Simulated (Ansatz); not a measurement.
Job for Ansatz (a program for electronic structure): R-CCSD(T)/cc-pV(D+d)Z on H2 (SMILES [H][H]). The basis file is the Basis Set Exchange's JSON of that set.

Ansatz 0.2 input:
```yaml
crystal:
  periodic: [false, false, false]
  atoms:
    - {symbol: H, position_ang: [0.00000000, 0.00000000, 0.37198582]}
    - {symbol: H, position_ang: [-0.00000000, -0.00000000, -0.37198582]}
basis:
  gaussian:
    orbitals: cc-pV_D+d_Z.json
magnetization: {spin_polarized: false}
correlation: {method: ccsd_t, electrons: outside_noble_gas}
scf: {lower_state_search: off}
```

Program output:

```
WARN ansatz: RAYON_NUM_THREADS=1 ignored (pool sized by the plan → 1); use --threads N
Functional definition: HF
these checks for a lower state are left out or cut short: stability, starts, cluster_reference, orbital_swaps, neighbouring_geometries, increment
integrals: 0.00 GiB planned
84 factors; integrals over basis functions are off by at most 1.4e-3 eV
mean field: 0.03 GiB planned
mean field evaluation 1: about -30.6428 eV, gradient 3.7e0 eV
mean field evaluation 2: about -30.6423 eV, gradient 3.7e0 eV
mean field evaluation 4: about -30.7145 eV, gradient 2.8e-2 eV
mean field evaluation 8: about -30.7144 eV, gradient 2.5e-7 eV
mean field -30.71444859 eV, -1.1287351666 hartree, gradient 2.5e-7 eV, S^2 0.000000; 0 other end points of the search recorded, 0 dependent functions left out
reference -30.71444859 eV, -1.1287351666 hartree; 1, 1 occupied and 9, 9 virtual orbitals, 84 factors
second order -0.71857632 eV of doubles, -0.00000000 eV of singles
coupled cluster: 0.03 GiB planned
cycle   1  -0.87997097 eV  change   -1.6e-1 eV  update   2.6e-2
cycle   2  -0.94439147 eV  change   -6.4e-2 eV  update   8.9e-3
cycle   3  -0.94541012 eV  change   -1.0e-3 eV  update   1.2e-3
cycle   4  -0.94547963 eV  change   -7.0e-5 eV  update   1.2e-4
cycle   5  -0.94544471 eV  change    3.5e-5 eV  update   1.1e-5
cycle   6  -0.94545110 eV  change   -6.4e-6 eV  update   1.6e-6
cycle   7  -0.94544968 eV  change    1.4e-6 eV  update   2.0e-7
perturbative correction -0.00000000 eV, -0.0000000000 hartree
Total energy: -31.65989827 eV, -1.1634798015 hartree
Checks for a lower state left out: stability, starts, cluster_reference, orbital_swaps, neighbouring_geometries, increment
```

The run converged.

Cost: very roughly 0.18 core-seconds.
